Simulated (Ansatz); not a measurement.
An input meant for Ge3F8 (charge 0, singlet).

```yaml
crystal:
  periodic: [false, false, false]
  atoms:
    - {symbol: Ge, position_ang: [-1.077751, 1.842892, -0.323705]}
    - {symbol: F, position_ang: [-2.624181, 2.435975, 0.193516]}
    - {symbol: F, position_ang: [-1.027618, 1.952141, -2.056303]}
    - {symbol: F, position_ang: [0.132483, 2.929675, 0.286544]}
    - {symbol: Ge, position_ang: [-0.627934, -0.455593, 0.428650]}
    - {symbol: F, position_ang: [-1.843182, -1.485657, -0.285302]}
    - {symbol: F, position_ang: [-0.887616, -0.496404, 2.154494]}
    - {symbol: Ge, position_ang: [1.559863, -1.492588, -0.007043]}
    - {symbol: F, position_ang: [2.835340, -0.590262, 0.751659]}
    - {symbol: F, position_ang: [1.899510, -1.513644, -1.710532]}
    - {symbol: F, position_ang: [1.661085, -3.126525, 0.568021]}
basis:
  gaussian: {orbitals: "6-31G*"}
total_charge: 1
magnetization: {spin_polarized: true, initial_magnetization: 2}
hamiltonian: {xc: {name: r2SCAN}, dispersion: rvv10}
accuracy: high
scf: {omitted_lower_state_checks: [starts]}
```

```sh
$ ansatz run in.yaml --threads 4 --pin off --events-out ev --progress --plain --max-ram 6963MiB
```

Shortened log:

```
Error: a molecule whose nuclei and cores have a total charge of 168 cannot have a net charge of 1 together with 2 unpaired electrons
```

In this input the number of unpaired electrons doesn't fit the electron count. The input was rejected before any iteration.
